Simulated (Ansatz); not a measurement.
C2H10OSi2 (`CC[SiH2]O[SiH3]`), charge 0, multiplicity 1.

**Question.** Give a relaxed structure at PBE0-D4/def2-TZVP (Ansatz). (Best estimate.)

**Answer.** The calculation gave: 
Z-matrix (Å, degrees):
```
C
C 1 1.526
H 1 1.093 2 111.4
H 1 1.093 2 111.6 3 120.1
H 1 1.093 2 111.4 3 -119.7
Si 2 1.866 1 113.9 3 60.7
H 2 1.096 1 110.5 3 -61.7
H 2 1.097 1 110.6 3 -178.4
O 6 1.641 2 110.9 1 -57.8
H 6 1.490 2 110.1 1 -178.8
H 6 1.487 2 110.4 1 60.5
Si 9 1.631 6 146.0 2 -56.7
H 12 1.483 9 108.5 6 178.1
H 12 1.488 9 110.3 6 58.3
H 12 1.487 9 110.5 6 -61.8
```
This is one stationary point; other conformers may exist.
